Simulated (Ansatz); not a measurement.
The same path of BrH + C2H6AlF (12 atoms, charge 0, multiplicity 1) was run 3 times with different band settings. Lost on the way: Al1–C2, H5–Br6. Made: Al1–Br6, C2–H5.

These are results of UHF/def2-SVP (Ansatz 0.2.0), not measurements.

Relaxed end points:

```xyz
12
Properties=species:S:1:pos:R:3
Al -0.064 0.439 0.131
C 1.864 0.177 0.346
C -1.075 0.334 -1.540
F -0.891 1.024 1.465
H -1.600 -1.121 2.427
Br -1.179 -2.243 1.680
H 2.239 -0.667 -0.240
H 2.140 0.010 1.391
H 2.411 1.064 0.006
H -2.146 0.201 -1.362
H -0.961 1.262 -2.112
H -0.738 -0.479 -2.191
```

```xyz
12
Properties=species:S:1:pos:R:3
Al -1.474 0.134 0.455
C 2.049 -0.264 0.733
C -1.390 0.359 -1.471
F -1.152 1.396 1.470
H 1.561 -1.206 0.985
Br -2.102 -1.787 1.457
H 3.068 -0.280 1.121
H 1.514 0.572 1.187
H 2.082 -0.142 -0.351
H -2.392 0.533 -1.875
H -0.770 1.215 -1.745
H -0.994 -0.531 -1.966
```

Common settings: movable images 9; climbing image yes; optimiser quadratic models (default); start path through a guess of the saddle point; force threshold 0.03 eV/Å; iteration limit 60; end points relaxed.

| run | spring |
| --- | --- |
| 1 | 5.0 eV/Å² |
| 2 | 0.1 eV/Å² |
| 3 | 20.0 eV/Å² |

What does each run give, and how far can it be trusted?

Run 1: converged after 34 iterations, highest image 0.960 eV above the first end. Beside the main top the profile has a ripple of under 15 meV (maxima at images 5, 8), which may be a very shallow well or noise. Neighbouring images differ by up to 2.5 eV, so the band resolves the path poorly. A vibrational analysis at the climbing image gives one clearly imaginary mode, 1273i cm⁻¹: a first-order saddle point.
Run 2: converged after 14 iterations, highest image 0.974 eV above the first end. Neighbouring images differ by up to 1.7 eV, so the band resolves the path poorly. The order of the stationary point at the top wasn't checked.
Run 3: converged after 33 iterations, highest image 0.960 eV above the first end. Beside the main top the profile has a ripple of under 15 meV (maxima at images 5, 8), which may be a very shallow well or noise. Neighbouring images differ by up to 2.5 eV, so the band resolves the path poorly. Another band between the same ends (9 images) ends at a top of the same energy, where a vibrational analysis finds 1 clearly imaginary mode.
The orbitals stay closed-shell, which can raise the energy where a bond breaks towards radicals; this wasn't checked here.
